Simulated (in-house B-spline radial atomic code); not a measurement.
A fraction x of an electron is removed from 5p in the caesium ion Cs³⁺, starting from [Kr] 4d10 5s2 5p4 and keeping the highest spin. Method: scalar-relativistic (X2C) RPBE, spin-polarised, spherical fractional occupations, Fermi nucleus of rms radius 4.8041 fm. Calculated with a B-spline radial code for spherical atoms.

| x | E(x) - E(0) (eV) | 5p down level (eV) |
| --- | --- | --- |
| 0 | 0.0000 | -38.397 |
| 0.03 | 1.1565 | -38.705 |
| 0.13 | 5.0784 | -39.733 |
| 0.36 | 14.4896 | -42.105 |
| 0.43 | 17.4623 | -42.830 |
| 0.5 | 20.4858 | -43.556 |
| 0.58 | 24.0036 | -44.387 |
| 0.63 | 26.2359 | -44.908 |
| 0.77 | 32.6254 | -46.372 |
| 0.88 | 37.7899 | -47.530 |
| 1 | 43.5698 | - |

The exact functional would give a straight line between the two integer points. Deviations E(x) - E(0) - x[E(1) - E(0)], in eV: -0.151 at x = 0.03, -0.586 at x = 0.13, -1.196 at x = 0.36, -1.273 at x = 0.43, -1.299 at x = 0.5, -1.267 at x = 0.58, -1.213 at x = 0.63, -0.923 at x = 0.77, -0.552 at x = 0.88.

The curve lies below the straight line by up to 1.299 eV (at x = 0.5): convex, the delocalisation error that favours fractional charges.

Question: How well does Slater's transition state (minus the level at half occupation) give the ionisation energy?

Answer: It gives 43.556 eV against 43.570 eV from the two total energies; NIST lists 43.00 eV, ground level to ground level.
